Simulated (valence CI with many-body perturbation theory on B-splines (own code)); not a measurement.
E1 line list for Cs⁶⁺

Calculated by relativistic CI+MBPT: three valence electrons over a frozen Dirac-Fock core [Kr] 4d10, radial functions for each j: 8 s, 8 p, 9 d, 9 f, 6 g, 3 h, 2 i, with the one-electron correlation potential Σ1, the two-electron term Σ2, the three-electron term Σ3, Breit, model QED; selected CI, second order for the rest, scaled by the run's own slope (own B-spline code, finite nucleus).

Set against measurement, 48 paired levels are off by 286 cm⁻¹ on average, the worst by 971. These come from a selection out of Sansonetti, J. Phys. Chem. Ref. Data 38, 761 (2009). Levels without a partner in it may be off by more, other configurations by several thousand cm⁻¹. 2 measured levels below the end of the list, from 297071 cm⁻¹ on, found no clear computed partner, and computed levels of the same name lie up to 1606 cm⁻¹ from them.

Lines 151 to 200 of 209 in falling wavelength, among levels below 44.194 eV, chosen from the strongest by gf and those to the six lowest levels. Wavelengths and rates use the calculated energies, so an error of 300 cm⁻¹ moves a line at 52.95 nm by 0.16 % and its rate by three times that or more. Electric multipoles are in the length gauge, E1 and E2 with the static RPA response of the core. Weak lines are less certain than strong ones. Lines between different terms over intervals too small for the method are left out, as are lines whose strength nearly cancels. Where a level lies close to another of its J and parity, the split of strength between their lines is uncertain. The highest levels of a list are the least certain.

Names give the largest LS component (configuration and term), which can be under half, so a name can repeat, a term be missing and a line seem to break the LS rules; names also repeat where a configuration has a term twice. Letters in brackets count levels of one name in rising energy.

```
λ vac (nm)  λ from measured levels                Upper           Lower   A (s⁻¹)  S (a.u.) with core polarisation  S without
     52.95                   53.07     5s.5p.5d 4P°_5/2   5s.5p2 4P_5/2  1.98e+09                         8.72e-01   1.08e+00
     52.83                   52.91          5p3 2P°_1/2   5s.5p2 4P_1/2  2.09e+07                         3.04e-03   3.96e-03
     52.64                   52.80        5s2.5d 2D_5/2  5s2.5p 2P°_3/2  1.82e+10                         7.87e+00   9.66e+00
     52.57                   52.60     5s.5p.5d 2P°_3/2   5s.5p2 2P_1/2  1.76e+10                         5.06e+00   6.27e+00
     52.52                   52.65     5s.5p.5d 4D°_3/2   5s.5p2 4P_5/2  3.38e+08                         9.66e-02   1.18e-01
     52.46                             5s.5p.5d 4F°_3/2   5s.5p2 4P_1/2  1.20e+08                         3.41e-02   4.11e-02
     52.21                   52.29     5s.5p.5d 2D°_5/2   5s.5p2 2D_3/2  5.07e+08                         2.14e-01   2.51e-01
     51.10                   51.17     5s.5p.5d 2F°_7/2   5s.5p2 2D_5/2  8.73e+09                         4.60e+00   5.64e+00
     50.79                   50.91     5s.5p.5d 4P°_5/2   5s.5p2 4P_3/2  1.32e+10                         5.11e+00   6.23e+00
     50.39                   50.52     5s.5p.5d 4D°_3/2   5s.5p2 4P_3/2  4.11e+09                         1.04e+00   1.27e+00
     50.36                   50.43          5p3 2P°_3/2   5s.5p2 4P_1/2  5.87e+08                         1.48e-01   1.87e-01
     50.28                   50.41     5s.5p.5d 4D°_1/2   5s.5p2 4P_3/2  7.53e+08                         9.45e-02   1.16e-01
     49.74                   49.85     5s.5p.5d 2F°_5/2   5s.5p2 4P_5/2  2.69e+09                         9.81e-01   1.22e+00
     49.41                   49.54     5s.5p.5d 2D°_3/2   5s.5p2 4P_5/2  1.74e+09                         4.13e-01   4.99e-01
     49.27                   49.39     5s.5p.5d 4D°_7/2   5s.5p2 4P_5/2  2.11e+10                         9.96e+00   1.22e+01
     48.97                   49.08     5s.5p.5d 4D°_5/2   5s.5p2 4P_5/2  1.22e+10                         4.24e+00   5.19e+00
     48.80                   48.91     5s.5p.5d 4P°_3/2   5s.5p2 4P_5/2  4.32e+09                         9.92e-01   1.24e+00
     48.42                   48.54        5s2.5d 2D_3/2  5s2.5p 2P°_1/2  1.70e+10                         3.80e+00   4.68e+00
     48.41                   48.59       5s2.6p 2P°_3/2   5s.5p2 4P_5/2  6.61e+08                         1.48e-01   1.59e-01
     48.18                   48.40       5s2.6p 2P°_1/2   5s.5p2 4P_3/2  3.81e+07                         4.21e-03   4.25e-03
     48.18                   48.30     5s.5p.5d 2P°_3/2   5s.5p2 2D_3/2  8.84e+08                         1.95e-01   2.47e-01
     47.97                   48.08     5s.5p.5d 4D°_3/2   5s.5p2 4P_1/2  1.58e+10                         3.45e+00   4.22e+00
     47.87                   47.98     5s.5p.5d 4D°_1/2   5s.5p2 4P_1/2  2.42e+10                         2.62e+00   3.22e+00
     47.83                   47.94     5s.5p.5d 2F°_5/2   5s.5p2 4P_3/2  3.15e+09                         1.02e+00   1.25e+00
     47.53                   47.65     5s.5p.5d 2D°_3/2   5s.5p2 4P_3/2  3.75e+09                         7.95e-01   9.85e-01
     47.48                   47.59     5s.5p.5d 2D°_5/2   5s.5p2 4P_5/2  6.87e+07                         2.18e-02   2.35e-02
     47.12                   47.22     5s.5p.5d 4D°_5/2   5s.5p2 4P_3/2  3.98e+09                         1.23e+00   1.51e+00
     47.07                   47.15     5s.5p.5d 4P°_1/2   5s.5p2 4P_3/2  1.66e+10                         1.71e+00   2.10e+00
     46.96                   47.07     5s.5p.5d 4P°_3/2   5s.5p2 4P_3/2  7.69e+09                         1.57e+00   1.93e+00
     46.60                   46.77       5s2.6p 2P°_3/2   5s.5p2 4P_3/2  1.82e+08                         3.63e-02   4.46e-02
     45.96                   46.16       5s2.6p 2P°_1/2   5s.5p2 4P_1/2  4.76e+07                         4.56e-03   5.78e-03
     45.74                   45.84     5s.5p.5d 2D°_5/2   5s.5p2 4P_3/2  2.20e+08                         6.22e-02   7.68e-02
     45.37                   45.47     5s.5p.5d 2D°_3/2   5s.5p2 4P_1/2  7.69e+08                         1.42e-01   1.77e-01
     45.31                   45.38     5s.5p.5d 2F°_7/2   5s.5p2 4P_5/2  1.14e+09                         4.20e-01   5.18e-01
     44.95                   45.02     5s.5p.5d 4P°_1/2   5s.5p2 4P_1/2  2.26e+07                         2.02e-03   2.50e-03
     44.85                   44.95     5s.5p.5d 4P°_3/2   5s.5p2 4P_1/2  2.68e+08                         4.78e-02   5.98e-02
     44.52                   44.68       5s2.6p 2P°_3/2   5s.5p2 4P_1/2  1.69e+08                         2.94e-02   3.52e-02
     44.13                   44.26     5s.5p.5d 2P°_3/2   5s.5p2 4P_5/2  3.34e+05                         5.66e-05   1.30e-04
     42.62                   42.74     5s.5p.5d 2P°_3/2   5s.5p2 4P_3/2  7.74e+07                         1.18e-02   1.46e-02
     40.99                              4f.5s.5p 4G_5/2  5s2.5p 2P°_3/2  1.69e+07                         3.45e-03   4.23e-03
     40.87                   40.99     5s.5p.5d 2P°_3/2   5s.5p2 4P_1/2  1.76e+08                         2.37e-02   3.03e-02
     40.24                   40.19      4f.5s.5p 4F_3/2  5s2.5p 2P°_3/2  2.38e+07                         3.06e-03   3.74e-03
     40.15                   40.12      4f.5s.5p 4F_5/2  5s2.5p 2P°_3/2  3.48e+07                         6.67e-03   8.05e-03
     39.23                   39.37        5s2.6s 2S_1/2  5s2.5p 2P°_3/2  1.63e+10                         9.68e-01   9.11e-01
     39.15                   39.13  4f.5s.5p 2F_5/2 [a]  5s2.5p 2P°_3/2  5.85e+07                         1.04e-02   1.27e-02
     37.42                   37.39      4f.5s.5p 4D_5/2  5s2.5p 2P°_3/2  4.28e+07                         6.65e-03   8.04e-03
     37.33                   37.29      4f.5s.5p 4F_3/2  5s2.5p 2P°_1/2  1.09e+08                         1.12e-02   1.36e-02
     37.12                              4f.5s.5p 4D_3/2  5s2.5p 2P°_3/2  3.10e+06                         3.13e-04   3.77e-04
     36.96                              4f.5s.5p 4D_1/2  5s2.5p 2P°_3/2  1.88e+04                         9.36e-07   1.10e-06
     36.45                   36.58        5s2.6s 2S_1/2  5s2.5p 2P°_1/2  7.49e+09                         3.58e-01   3.24e-01
```
